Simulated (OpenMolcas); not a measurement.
## Fe²⁺: from CASSCF to CASPT2

```json
{
 "Program": "OpenMolcas 26.06",
 "Basis": "ANO-R2 [6s5p4d2f1g]",
 "Scalar Hamiltonian": "X2C, finite nucleus",
 "Active space": "6 electrons in 6 orbitals (3d 4s)",
 "State averaging": "2S+1 = 5 even, 30 roots; 2S+1 = 7 even, 1 root kept (CI in the orbitals of an earlier block); 2S+1 = 3 even, 122 roots kept (CI in the orbitals of an earlier block, 98 in the spin-orbit step); 2S+1 = 1 even, 96 roots kept (CI in the orbitals of an earlier block, 69 in the spin-orbit step)",
 "Spin-orbit coupling": "state interaction with AMFI integrals over the reference wave functions, term energies averaged over their components"
}
```

Methods on the same reference wave functions:
A. CASSCF
B. SS-CASPT2, IPEA 0.25 Eh, imaginary shift 0.1 Eh (closed shells correlated: 3s 3p)
C. MS-CASPT2, IPEA 0.25 Eh, imaginary shift 0.1 Eh (closed shells correlated: 3s 3p)

Energies in cm-1 above 3d6 5D4, the measured ground level; measured values from Corliss and Sugar, J. Phys. Chem. Ref. Data 11, 135 (1982).

```tsv
Level	A	B	C	Measured
3d6 5D4	0.0	0.0	0.0	0.0
3d6 5D3	469	473	473	436
3d6 5D2	803	803	803	739
3d6 5D1	1019	1014	1014	932
3d6 5D0	1125	1117	1117	1027
3d5 4s 7S3	7811	24260	24260	30089
3d5 4s 5S2	21427	34780	34780	41000
3d6 3H6	24003	20020	20020	20051
3d6 3H5	24253	20250	20250	20301
3d6 3H4	24442	20400	20400	20482
3d6 3P2(1)	26299	18690	18690	19405
3d6 3F4(1)	27513	21060	21050	21462
3d6 3P1(1)	27685	20080	20080	20688
3d6 3F3(1)	27774	21290	21290	21700
3d6 3F2(1)	27967	21450	21450	21857
3d6 3P0(1)	28278	20660	20660	21208
3d6 3G5	30331	24270	24270	24559
3d6 3G4	30766	24680	24680	24941
3d6 3G3	30972	24870	24870	25142
3d6 1I6	36169	30370	30370	30356
3d6 1G4(1)	38172	30360	30340	30886
3d6 3D1	39269	30040	30040	
3d6 3D2	39306	30040	30040	
3d6 3D3	39432	30190	30190	30858
```

Deviations, from unrounded energies. A percentage is the sum of absolute deviations over the sum of measured energies, with the sign that they share, or ± where signs differ.

| Against measurement | Levels | A | B | C |
| --- | --- | --- | --- | --- |
| mean absolute deviation (cm-1) | 21 | 6300 | 840 | 840 |
| fine structure of the ground term (%) | 4 | +9.0 | +8.7 | +8.7 |
| other terms of the ground configuration (%) | 15 | +25.5 | ±1.5 | ±1.5 |
| other configurations (%) | 2 | -58.9 | -16.9 | -16.9 |

B, C lie about equally close to measurement and A furthest from it. The largest miss of B in the table is 3d5 4s 5S2, by -6200 cm-1. The ranking rests on the paired levels alone, and a cruder setting can come out closer through cancelling errors.

Between B and C the level of the table that moves most is 3d6 1G4(1), by 18 cm-1 (lowest in C, highest in B). Moves below CASPT2's spread within the term are not significant.

The two smallest mean deviations differ by little beside CASPT2's spread within terms, so their order carries little weight.

From A to B the spin-free energies of the other terms of 3d6 shown, above 5D, scale by factors of 0.71 to 0.84, as is usual when dynamic correlation screens the repulsion within a d or f shell.

The lowest spin-free term lies below A's lowest term by 0.559 hartree in B, 0.559 hartree in C.

CASPT2 does not keep the components of a term degenerate, so their means are used; among the terms shown or strongly mixed into the levels shown the widest spread is 2500 cm-1 (3d6 1I, C). Over all roots computed the reference weight is 0.88 to 0.94 in B, 0.88 to 0.94 in C; the roots of lowest weight are the least certain, and an intruder state may touch them. Some high roots are left out of the spin-orbit mixing, which shifts the levels that they would mix with. Terms from blocks run as CI alone lack orbitals of their own. A single d shell beside an s shell can misplace configurations of different d count against each other. Without dynamic correlation excited terms often stand tens of per cent too high (terms of higher spin than the ground term too low), and those without a measured partner can miss by more than the paired ones (holds for A). Some levels mix across a computed gap that differs much from the measured one, so their mixing is not that of the real levels (holds for B; C). The CASPT2 spread within a term exceeds the gap to the next term for 3d6 3D and 3d6 1G(1), 3d6 1G(1) and 3d6 1I, so the order of their levels is uncertain (holds for B; C). Blocks of more than 70 roots (2S+1 = 3 even) ran without multistate coupling (holds for C). Computed and measured levels are paired by configuration, term and J; levels that our copy of the source lacks, or whose pairing is in doubt (as where it misses far off the trend of its configuration), stay unpaired and out of the deviations. Only configurations of the active space appear. The table leaves out levels that lie high or whose names do not pair safely across all columns.

A number in round brackets counts repeated terms of one configuration in the order of the reference energies.
